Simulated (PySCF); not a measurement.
C₃H₁₁ClOSi₂ (SMILES C[Si](C)(C)O[SiH2]Cl), singlet, geometry from GFN2-xTB; SA2-CASSCF(6,5)/STO-3G in PySCF.

Here is a job for PySCF.
```python
from pyscf import gto, scf, mcscf
import numpy

mol = gto.Mole()
mol.atom = '''
    Si    1.75314216   -0.73591189    0.10650876
    Cl    2.35649903    0.95699122    0.99976814
    O     0.17583521   -0.66042797   -0.18095320
    Si   -1.35397743   -0.07900958   -0.36529020
    C    -2.48761859   -1.32056212    0.52337872
    C    -1.43872090    1.65055514    0.42041987
    C    -1.68326535   -0.02054899   -2.23788572
    H     2.42784924   -0.85016832   -1.17912230
    H     1.95350228   -1.85119026    1.02050287
    H    -3.53083810   -1.03965494    0.42106012
    H    -2.37398299   -2.32027801    0.11486581
    H    -2.26351095   -1.37394864    1.58464579
    H    -2.43132956    2.08158662    0.33586394
    H    -1.18366360    1.61493656    1.47585645
    H    -0.74108949    2.33319394   -0.05667897
    H    -1.54968375   -0.99822169   -2.69149213
    H    -1.00768739    0.66685730   -2.73855844
    H    -2.69740783    0.30369685   -2.44791323
'''
mol.basis = 'sto-3g'
mol.verbose = 4
mol.build()

mf = scf.RHF(mol)
mf.kernel()
mc = mcscf.CASSCF(mf, 5, 6)
mc.fix_spin_(ss=0.0)
mc = mc.state_average_([0.5, 0.5])
mc.kernel()
```

What the program printed (banner, timings and long lists left out):

```
PySCF version 2.14.0

[INPUT] verbose = 4
[INPUT] num. atoms = 18
[INPUT] num. electrons = 82
[INPUT] charge = 0
[INPUT] spin (= nelec alpha-beta = 2S) = 0
[INPUT] symmetry False subgroup None
[INPUT] Mole.unit = angstrom
[INPUT] Symbol           X                Y                Z      unit          X                Y                Z       unit  Magmom
[...]
nuclear repulsion = 551.814977502112
number of shells = 38
number of NR pGTOs = 174
number of NR cGTOs = 58
basis = sto-3g
ecp = {}

******** <class 'pyscf.scf.hf.RHF'> ********
method = RHF
initial guess = minao
damping factor = 0
level_shift factor = 0
DIIS = <class 'pyscf.scf.diis.CDIIS'>
diis_start_cycle = 1
diis_space = 8
diis_damp = 0
SCF conv_tol = 1e-09
SCF conv_tol_grad = None
SCF max_cycles = 50
direct_scf = True
direct_scf_tol = 1e-13
Set gradient conv threshold to 3.16228e-05
Initial guess from minao.
init E= -1218.53109686756
[...]
cycle= 1 E= -1218.31699125725  delta_E= 0.214  |g|= 0.52  |ddm|= 4.77
[...]
cycle= 2 E= -1218.41349518027  delta_E= -0.0965  |g|= 0.181  |ddm|= 1.07
[...]
cycle= 3 E= -1218.42461483729  delta_E= -0.0111  |g|= 0.0332  |ddm|= 0.312
[...]
cycle= 4 E= -1218.42520367568  delta_E= -0.000589  |g|= 0.00561  |ddm|= 0.0765
[...]
cycle= 5 E= -1218.42522268934  delta_E= -1.9e-05  |g|= 0.00136  |ddm|= 0.0144
[...]
cycle= 6 E= -1218.42522393008  delta_E= -1.24e-06  |g|= 0.000238  |ddm|= 0.00383
[...]
cycle= 7 E= -1218.4252239661  delta_E= -3.6e-08  |g|= 3.56e-05  |ddm|= 0.000648
[...]
cycle= 8 E= -1218.42522396699  delta_E= -8.83e-10  |g|= 7.22e-06  |ddm|= 0.000102
[...]
Extra cycle  E= -1218.42522396702  delta_E= -3.25e-11  |g|= 2.81e-06  |ddm|= 1.66e-05
converged SCF energy = -1218.42522396702

******** <class 'pyscf.mcscf.addons.StateAverageCASSCF'> ********
CAS (3e+3e, 5o), ncore = 38, nvir = 15
max_cycle_macro = 50
max_cycle_micro = 4
conv_tol = 1e-07
conv_tol_grad = None
orbital rotation max_stepsize = 0.02
orbital rotation threshold for CI restart = 0.01
augmented hessian ah_max_cycle = 30
augmented hessian ah_conv_tol = 1e-12
augmented hessian ah_linear dependence = 1e-14
augmented hessian ah_level shift = 1e-08
augmented hessian ah_start_tol = 2.5
augmented hessian ah_start_cycle = 3
augmented hessian ah_grad_trust_region = 3
kf_trust_region = 3
kf_interval = 4
ci_response_space = 4
ci_grad_trust_region = 3
with_dep4 0
natorb = False
canonicalization = True
sorting_mo_energy = False
ao2mo_level = 2
internal_rotation = False
******** <class 'pyscf.mcscf.addons.StateAverageSpinPenaltyFCISolver'> ********
max. cycles = 50
conv_tol = 1e-08
davidson only = True
linear dependence = 1e-12
level shift = 0.001
max iter space = 12
nroots = 2
pspace_size = 400
spin = None
State-average over 2 states with weights [0.5, 0.5]
CASCI E = -1218.21000688813  S^2 = 0.0000000
Set conv_tol_grad to 0.000316228
macro iter   1 ( 21 JK    4 micro), CASSCF E = -1218.23770723727  dE = -2.77003491e-02  S^2 = 0.0000000
               |grad[o]|=0.0971  |ddm|=0.0467  |maxRot[o]|=0.265
macro iter   2 ( 21 JK    4 micro), CASSCF E = -1218.24513050714  dE = -7.42326987e-03  S^2 = 0.0000000
               |grad[o]|=0.0438  |ddm|=0.0115  |maxRot[o]|=0.309
macro iter   3 ( 21 JK    4 micro), CASSCF E = -1218.24750551386  dE = -2.37500673e-03  S^2 = 0.0000000
               |grad[o]|=0.0224  |ddm|=0.037  |maxRot[o]|=0.235
macro iter   4 ( 21 JK    4 micro), CASSCF E = -1218.24921948567  dE = -1.71397181e-03  S^2 = 0.0000000
               |grad[o]|=0.0136  |ddm|=0.0242  |maxRot[o]|=0.313
macro iter   5 ( 21 JK    4 micro), CASSCF E = -1218.25198772564  dE = -2.76823997e-03  S^2 = 0.0000000
               |grad[o]|=0.0122  |ddm|=0.0179  |maxRot[o]|=0.313
macro iter   6 ( 21 JK    4 micro), CASSCF E = -1218.25690932800  dE = -4.92160236e-03  S^2 = 0.0000000
               |grad[o]|=0.0108  |ddm|=0.0385  |maxRot[o]|=0.286
macro iter   7 ( 21 JK    4 micro), CASSCF E = -1218.26364766176  dE = -6.73833376e-03  S^2 = 0.0000000
[...]
macro iter  16 ( 17 JK    4 micro), CASSCF E = -1218.27081122651  dE = -2.33375235e-04  S^2 = 0.0000000
               |grad[o]|=0.00415  |ddm|=0.00047  |maxRot[o]|=0.027
macro iter  17 ( 12 JK    3 micro), CASSCF E = -1218.27084219416  dE = -3.09676548e-05  S^2 = 0.0000000
               |grad[o]|=0.0037  |ddm|=0.00111  |maxRot[o]|=0.0131
macro iter  18 ( 21 JK    4 micro), CASSCF E = -1218.27083285624  dE =  9.33792353e-06  S^2 = 0.0000000
               |grad[o]|=0.00348  |ddm|=0.000931  |maxRot[o]|=0.00347
macro iter  19 ( 17 JK    4 micro), CASSCF E = -1218.27124850674  dE = -4.15650500e-04  S^2 = 0.0000000
               |grad[o]|=0.00345  |ddm|=0.00103  |maxRot[o]|=0.051
macro iter  20 ( 11 JK    3 micro), CASSCF E = -1218.27135089600  dE = -1.02389257e-04  S^2 = 0.0000000
               |grad[o]|=0.00293  |ddm|=0.000444  |maxRot[o]|=0.0141
macro iter  21 ( 21 JK    4 micro), CASSCF E = -1218.27134912475  dE =  1.77124548e-06  S^2 = 0.0000000
               |grad[o]|=0.00278  |ddm|=0.00116  |maxRot[o]|=0.000753
macro iter  22 ( 16 JK    4 micro), CASSCF E = -1218.27164208745  dE = -2.92962702e-04  S^2 = 0.0000000
               |grad[o]|=0.0028  |ddm|=0.00113  |maxRot[o]|=0.0432
macro iter  23 ( 21 JK    4 micro), CASSCF E = -1218.27164273604  dE = -6.48590458e-07  S^2 = 0.0000000
               |grad[o]|=0.00235  |ddm|=0.00102  |maxRot[o]|=0.000862
macro iter  24 ( 21 JK    4 micro), CASSCF E = -1218.27164244506  dE =  2.90980324e-07  S^2 = 0.0000000
               |grad[o]|=0.00237  |ddm|=0.00125  |maxRot[o]|=0.000895
macro iter  25 ( 16 JK    4 micro), CASSCF E = -1218.27177579899  dE = -1.33353924e-04  S^2 = 0.0000000
               |grad[o]|=0.00241  |ddm|=0.000709  |maxRot[o]|=0.0222
macro iter  26 ( 21 JK    4 micro), CASSCF E = -1218.27177629146  dE = -4.92468644e-07  S^2 = 0.0000000
               |grad[o]|=0.00214  |ddm|=0.001  |maxRot[o]|=0.000504
macro iter  27 ( 21 JK    4 micro), CASSCF E = -1218.27177643551  dE = -1.44056230e-07  S^2 = 0.0000000
               |grad[o]|=0.00216  |ddm|=0.00129  |maxRot[o]|=0.0011
macro iter  28 (  7 JK    2 micro), CASSCF E = -1218.27205939671  dE = -2.82961197e-04  S^2 = 0.0000000
               |grad[o]|=0.0022  |ddm|=0.00145  |maxRot[o]|=0.0572
macro iter  29 (  7 JK    2 micro), CASSCF E = -1218.27225788212  dE = -1.98485405e-04  S^2 = 0.0000000
               |grad[o]|=0.00149  |ddm|=0.00209  |maxRot[o]|=0.0632
macro iter  30 (  5 JK    2 micro), CASSCF E = -1218.27230361354  dE = -4.57314218e-05  S^2 = 0.0000000
               |grad[o]|=0.000877  |ddm|=0.00166  |maxRot[o]|=0.0285
macro iter  31 ( 11 JK    4 micro), CASSCF E = -1218.27230966851  dE = -6.05496962e-06  S^2 = 0.0000000
               |grad[o]|=0.000616  |ddm|=0.00143  |maxRot[o]|=0.00945
macro iter  32 ( 11 JK    4 micro), CASSCF E = -1218.27230990233  dE = -2.33826995e-07  S^2 = 0.0000000
               |grad[o]|=0.000521  |ddm|=0.000727  |maxRot[o]|=0.00479
macro iter  33 (  7 JK    3 micro), CASSCF E = -1218.27231879604  dE = -8.89370926e-06  S^2 = 0.0000000
               |grad[o]|=0.000424  |ddm|=0.000583  |maxRot[o]|=0.0166
macro iter  34 (  6 JK    2 micro), CASSCF E = -1218.27231935756  dE = -5.61519528e-07  S^2 = 0.0000000
               |grad[o]|=0.00017  |ddm|=0.000421  |maxRot[o]|=0.00372
macro iter  35 (  3 JK    1 micro), CASSCF E = -1218.27231939845  dE = -4.08849701e-08  S^2 = 0.0000000
               |grad[o]|=5.51e-05  |ddm|=0.000124  |maxRot[o]|=0.000692
1-step CASSCF converged in  35 macro (583 JK 126 micro) steps
CASSCF canonicalization
Density matrix diagonal elements [1.98447478 1.97603405 1.50412386 0.075212   0.46015532]
CASSCF energy = -1218.27231939845
CASCI E = -1218.27231939845  E(CI) = -12.4707814345320  S^2 = 0.0000000
CASCI state-averaged energy = -1218.27231939845
CASCI energy for each state
  State 0 weight 0.5  E = -1218.44819115328 S^2 = 0.0000000
  State 1 weight 0.5  E = -1218.09644764361 S^2 = 0.0000000
```
